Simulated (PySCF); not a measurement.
C4H7FSi, SMILES F[C@H]1C(=CC1)[SiH3]. Geometry optimised at TPSSh-D3(BJ)/def2-SVP. The structure was generated by enumeration; whether it is a known compound was not checked.

Computed equilibrium geometry at TPSSh-D3(BJ)/def2-SVP (PySCF confirms it by a frequency run) as a Z-matrix:
```
C
C 1 1.3549
H 2 1.0947 1 132.25
C 2 1.5123 3 131.66 1 177.74
H 4 1.1015 2 114.38 3 75.75
H 4 1.1036 5 109.20 2 134.99
C 1 1.5231 2 91.32 3 172.98
F 7 1.3811 1 116.56 2 123.19
H 7 1.1038 8 107.59 1 -129.65
Si 1 1.8684 2 135.09 3 -5.79
H 10 1.4884 1 110.64 2 -113.77
H 10 1.4885 11 109.23 1 -120.26
H 10 1.4899 11 108.16 12 -119.09
```
Charge 0, spin multiplicity 1.
